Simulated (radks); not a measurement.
Neutral tungsten inside a hard spherical wall (all orbitals vanish at R), configuration held at [Xe] 4f14 5d4 6s2 and not refilled when levels cross. Method: scalar-relativistic Kohn-Sham, LDA (Slater exchange, VWN5 correlation), spin-polarised, spherical densities, finite nucleus; open shells are filled with parallel spins first (spin-orbit coupling, left out, can overturn this in heavy ions); Fermi nuclear charge, rms radius 5.3658 fm; computed with a radial shooting solver on a logarithmic mesh with Libxc functionals. Eigenvalues in eV for spin up, with the zero of energy where the potential of the charges vanishes at infinity; a dash marks a level that is unbound or too diffuse for the functional's potential to be trusted. A positive occupied level is held by the wall or, in an anion where self-interaction has pushed it up, behind a barrier. The pressure on the wall is -dE/dV.

| R (bohr) | E (hartree) | kinetic (hartree) | e(5p) | e(4f) | e(6s) | e(5d) | e(6p, empty) | e(7s, empty) | pressure (GPa) |
|---|---|---|---|---|---|---|---|---|---|
| free | -16130.6866 | 17762.610 | -43.964 | -33.326 | -6.406 | -5.429 | -1.685 | -0.064 | 0 |
| 20 | -16130.6866 | 17762.610 | -43.964 | -33.326 | -6.406 | -5.429 | -1.685 | 0.029 | < 0.0001 |
| 15 | -16130.6866 | 17762.610 | -43.964 | -33.326 | -6.406 | -5.429 | -1.682 | 0.246 | < 0.0001 |
| 12 | -16130.6866 | 17762.610 | -43.961 | -33.323 | -6.403 | -5.426 | -1.662 | 0.717 | 0.000622 |
| 10 | -16130.6862 | 17762.614 | -43.935 | -33.297 | -6.382 | -5.402 | -1.582 | 1.583 | 0.0105 |
| 8 | -16130.6824 | 17762.649 | -43.749 | -33.107 | -6.228 | -5.233 | -1.196 | 3.950 | 0.188 |
| 6 | -16130.6386 | 17762.926 | -42.616 | -31.926 | -5.178 | -4.220 | 0.746 | 11.843 | 3.81 |
| 5 | -16130.5207 | 17763.523 | -40.771 | -29.939 | -3.132 | -2.528 | 4.041 | 22.663 | 19.6 |
| 2 | -16112.8883 | 17826.994 | 13.892 | 30.173 | 140.98 | 67.093 | 179.89 | 399.35 | 23500 |
